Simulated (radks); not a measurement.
Removal energies from the tungsten ion W6+, [Xe] 4f14, by Delta-SCF beside the eigenvalue of the level emptied. Method: Dirac Kohn-Sham, PBE, spin-unpolarised, spherical densities, finite nucleus; Fermi nuclear charge, rms radius of each element as measured or else 0.836 A^(1/3) + 0.57 fm; computed with a radial shooting solver on a logarithmic mesh with Libxc functionals. Sub-shells are occupied by j as written (lower j first in brackets).

| removed from | final configuration | Delta-SCF (eV) | -eigenvalue (eV) |
|---|---|---|---|
| 5p3/2 | [Kr] 4d10 4f14 5s2 5p(1/2: 2, 3/2: 3) | 121.86 | 112.92 |
| 4f7/2 | [Xe] 4f(5/2: 6, 7/2: 7) | 121.95 | 108.01 |
| 4f5/2 | [Xe] 4f(5/2: 5, 7/2: 8) | 124.31 | 110.27 |
| 5p1/2 | [Kr] 4d10 4f14 5s2 5p(1/2: 1, 3/2: 4) | 133.19 | 123.73 |
